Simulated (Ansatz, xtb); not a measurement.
# Two structures of GaHOSb−

Structure X: a singlet given by its coordinates. Structure Y: a singlet given by its coordinates. Both are isolated ions in the gas phase, relaxed with r2SCAN-D4/def2-SVPD.

X (Å):

```csv
atom,x (Å),y (Å),z (Å)
Ga,-2.1026,-3.0056,-2.3462
O,-1.4871,-1.9252,-1.1133
Sb,-0.8462,-0.5469,0.3146
H,0.3795,-1.6182,0.9391
```

Close contacts (Å): Ga1–O2 1.75, O2–Sb3 2.09, Sb3–H4 1.74.

Y (Å):

```xyz
4

Ga   -1.6630   -1.6799   -1.1777
O    -2.6696   -2.2432   -2.4161
Sb   -0.2104   -0.7674    0.6428
H     0.4365   -2.3672    0.7793
```

Close contacts (Å): Ga1–O2 1.69, Ga1–Sb3 2.50, Sb3–H4 1.73.

Problem. Estimate which is lower in electronic energy at CCSD(T)/def2-SVPD + ΔMP2/def2-TZVPPD, and by roughly how much.

Solution. The CCSD(T)/def2-SVPD + ΔMP2/def2-TZVPPD calculation puts structure Y lower, by 45.4 kJ/mol.

Level by level:

```csv
level,geometry,E(Y) − E(X) (kJ/mol),departure from the last row (kJ/mol),"job, with rough time for the two"
GFN2-xTB,GFN2-xTB,+8.8,+54.2,"optimisation, 0.37 s"
HF/STO-3G,GFN2-xTB,−101.3,−55.9,"single point, 9.9 s"
r2SCAN-D4/def2-SVPD//GFN2-xTB,GFN2-xTB,−33.8,+11.7,"single point, 13 s"
r2SCAN-D4/def2-SVPD,r2SCAN-D4/def2-SVPD,−57.2,−11.8,"optimisation, 2.4 min"
HF/def2-SVPD,r2SCAN-D4/def2-SVPD,−2.0,+43.5,part of the CCSD(T) run
MP2/def2-SVPD,r2SCAN-D4/def2-SVPD,−67.4,−22.0,part of the CCSD(T) run
CCSD(T)/def2-SVPD,r2SCAN-D4/def2-SVPD,−41.1,+4.4,single point
CCSD(T)/def2-SVPD + ΔMP2/def2-TZVPPD,r2SCAN-D4/def2-SVPD,−45.4,,"single point, 2.2 min"
```

GFN2-xTB puts the two in the other order. HF/def2-SVPD finds them nearly level. The largest departure from CCSD(T)/def2-SVPD + ΔMP2/def2-TZVPPD is that of HF/STO-3G, 55.9 kJ/mol. The last row adds to CCSD(T) the change of the MP2 difference between the two basis sets, here −4.4 kJ/mol.

With harmonic frequencies from r2SCAN-D4/def2-SVPD (ideal gas, rigid rotor, one conformer each, 298.15 K, 1 atm): on the last row, ΔE + ΔZPE = −44.7 kJ/mol. A mode under 50 cm⁻¹ makes harmonic enthalpies and free energies unreliable, so none is given.

The T1 diagnostic of structures X and Y is large, so the coupled-cluster value is less sure. The correlated steps freeze 14 core orbitals; the filled d shell of Ga and Sb is correlated, in a basis made for valence electrons. Atoms past krypton carry core potentials in the def2 sets, other sets are all-electron and non-relativistic, and no spin–orbit term is included. Run with Ansatz 0.2.0, xtb 6.7.1; the last row on 1 thread of AMD EPYC (Zen 3) on a shared host.
